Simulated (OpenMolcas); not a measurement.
Computed levels of 3d3 in ions with 21 electrons, in cm-1 above 4F 3/2.

* Program: OpenMolcas
* Method: RASSCF
* Basis: ANO-RCC-VTZP
* Scalar Hamiltonian: DKH2, point nucleus
* Spin-orbit coupling: state interaction with AMFI integrals over the reference wave functions, term energies averaged over their components

Active space for each ion: 9 electrons in 8 orbitals (RAS1 3p, at most 2 holes; RAS2 3d).

| Level | Mn4+ | Fe5+ | Ni7+ |
| --- | --- | --- | --- |
| 4F 5/2 | 386 | 557 | 1004 |
| 4F 7/2 | 909 | 1306 | 2332 |
| 4F 9/2 | 1557 | 2223 | 3921 |
| 4P 1/2 | 19194 | 21828 | 26573 |
| 4P 3/2 | 19334 | 22000 | 26768 |
| 4P 5/2 | 19821 | 22732 | 28198 |
| 2G 7/2 | 20962 | 23888 | 29203 |
| 2G 9/2 | 21509 | 24652 | 30473 |
| 2P 1/2 | 24907 | 28518 | 35154 |

Q: Estimate 4F 9/2, 4P 1/2, 4P 3/2 for Co6+ from its neighbours Fe5+ and Ni7+.

A: 4F 9/2 is fine structure, which grows about as the fourth power of a screened charge, so the fourth roots are averaged: ((2223^0.25 + 3921^0.25) / 2)^4 = 2982. The calculation gives 2966, so the estimate is off by +0.5 %; the measured value is 2723 (Sugar and Corliss, J. Phys. Chem. Ref. Data 10, 1097 (1981)).
4P 1/2 is another term, which grows about linearly with the charge: (21828 + 26573) / 2 = 24200. The calculation gives 24193, so the estimate is off by 0 %; the measured value is 21096 (Sugar and Corliss, J. Phys. Chem. Ref. Data 10, 1097 (1981)).
4P 3/2 is another term, which grows about linearly with the charge: (22000 + 26768) / 2 = 24384. The calculation gives 24384, so the estimate is off by 0 %; the measured value is 21304 (Sugar and Corliss, J. Phys. Chem. Ref. Data 10, 1097 (1981)).

Without dynamic correlation excited terms often stand tens of per cent too high (terms of higher spin than the ground term too low), and those without a measured partner can miss by more than the paired ones. Active for correlation alone: 3p; no level in the range computed is led by a configuration that opens it, so any true level of that kind is missing. Measured partners are found by configuration, term and J. A level has none where our copy of the source lacks it or the pairing is in doubt (some pairs that miss far off the trend of their configuration count as doubtful), and it then counts in no deviation. Levels of configurations outside the active space are missing.
